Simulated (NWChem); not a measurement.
System: BH2F; SMILES BF

Here is an NWChem input.

```
start job
memory heap 200 mb stack 900 mb global 1100 mb
geometry units angstroms noautoz
  B      0.000000     0.000000     0.661374
  H      0.000000    -1.057753     1.220231
  H      0.000000     1.057753     1.220231
  F      0.000000     0.000000    -0.662414
end
basis spherical
  * library def2-svp
end
dft
  xc b3lyp
  iterations 150
  mulliken
end
task dft energy
```

NWChem printed, in part:

```
             Northwest Computational Chemistry Package (NWChem) 7.3.0
             --------------------------------------------------------

 C2V symmetry detected

                             Geometry "geometry" -> ""
                             -------------------------

 Output coordinates in angstroms (scale by  1.889725989 to convert to a.u.)

  No.       Tag          Charge          X              Y              Z
 ---- ---------------- ---------- -------------- -------------- --------------
    1 B                    5.0000     0.00000000     0.00000000     0.67477363
    2 H                    1.0000     0.00000000    -1.05775300     1.23363063
    3 H                    1.0000     0.00000000     1.05775300     1.23363063
    4 F                    9.0000     0.00000000     0.00000000    -0.64901438

 Effective nuclear repulsion energy (a.u.)      27.0730069239

      Symmetry information
      --------------------

 Group name             C2v
 Group number             16
 Group order               4
 No. of unique centers     3

                                 NWChem DFT Module
                                 -----------------

 Summary of "ao basis" -> "ao basis" (spherical)
 ------------------------------------------------------------------------------
       Tag                 Description            Shells   Functions and Types
 ---------------- ------------------------------  ------  ---------------------
 B                          def2-svp                 6       14   3s2p1d
 H                          def2-svp                 3        5   2s1p
 F                          def2-svp                 6       14   3s2p1d

      Symmetry analysis of basis
      --------------------------

        a1         18
        a2          3
        b1          7
        b2         10

            General Information
            -------------------
          SCF calculation type: DFT
          Wavefunction type:  closed shell.
          No. of atoms     :     4
          No. of electrons :    16
           Alpha electrons :     8
            Beta electrons :     8
          Charge           :     0
          Spin multiplicity:     1
          Use of symmetry is: on ; symmetry adaption is: on
          Maximum number of iterations: 150
          AO basis - number of functions:    38
                     number of shells:    18
          Convergence on energy requested:  1.00D-06
          Convergence on density requested:  1.00D-05
          Convergence on gradient requested:  5.00D-04

              XC Information
              --------------
                         B3LYP Method XC Potential
                     Hartree-Fock (Exact) Exchange  0.200
                        Slater Exchange Functional  0.800 local
                    Becke 1988 Exchange Functional  0.720 non-local
              Lee-Yang-Parr Correlation Functional  0.810
                  VWN I RPA Correlation Functional  0.190 local

             Grid Information
             ----------------
          Grid used for XC integration:  medium
          Radial quadrature: Mura-Knowles
          Angular quadrature: Lebedev.
          Tag              B.-S. Rad. Rad. Pts. Rad. Cut. Ang. Pts.
          ---              ---------- --------- --------- ---------
          B                   0.85       49           6.0       434
          H                   0.35       45           8.0       434
          F                   0.50       49           7.0       434
          Grid pruning is: on
          Number of quadrature shells:   143
          Spatial weights used:  Erf1

      Superposition of Atomic Density Guess
      -------------------------------------

 Sum of atomic energies:        -124.79506405

      Non-variational initial energy
      ------------------------------

 Total energy =    -125.221705
 1-e energy   =    -225.589879
 2-e energy   =      73.295167
 HOMO         =      -0.381687
 LUMO         =       0.002542

      Symmetry analysis of molecular orbitals - initial
      -------------------------------------------------

  Numbering of irreducible representations:

     1 a1          2 a2          3 b1          4 b2

  Orbital symmetries:

     1 a1          2 a1          3 a1          4 a1          5 b2
     6 b1          7 a1          8 b2          9 b1         10 a1
    11 a1         12 a1         13 b2         14 b2         15 b1
    16 a1         17 a1         18 b2

     ---------------------------------------------
      Total Density - Mulliken Population Analysis
     ---------------------------------------------

    Atom       Charge   Shell Charges
 -----------   ------   -------------------------------------------------------
    1 B    5     4.44   1.99  0.85  0.26  1.05  0.19  0.09
    2 H    1     1.10   0.73  0.36  0.01
    3 H    1     1.10   0.73  0.36  0.01
    4 F    9     9.36   1.99  1.15  0.73  3.50  1.99  0.00

   convergence    iter        energy       DeltaE   RMS-Dens  Diis-err
 ---------------- ----- ----------------- --------- --------- ---------
 d= 0,ls=0.0,diis     1   -125.7895021840 -1.53D+02  2.46D-02  3.09D-01
 d= 0,ls=0.0,diis     2   -125.7633999776  2.61D-02  1.27D-02  7.79D-01
 d= 0,ls=0.0,diis     3   -125.8315813401 -6.82D-02  2.15D-03  8.23D-03
 d= 0,ls=0.0,diis     4   -125.8322724314 -6.91D-04  5.82D-04  5.74D-04
 d= 0,ls=0.0,diis     5   -125.8323488491 -7.64D-05  4.59D-05  2.32D-06
 d= 0,ls=0.0,diis     6   -125.8323492356 -3.87D-07  6.33D-06  3.66D-08

         Total DFT energy =     -125.832349235636
      One electron energy =     -226.880522012441
           Coulomb energy =       89.240786382979
    Exchange-Corr. energy =      -15.265620530110
 Nuclear repulsion energy =       27.073006923936

 Numeric. integr. density =       16.000000732213

                  Occupations of the irreducible representations
                  ----------------------------------------------

[...]
```

Level: B3LYP/def2-SVP. The geometry was optimised at B3LYP/6-31G* (spherical d).
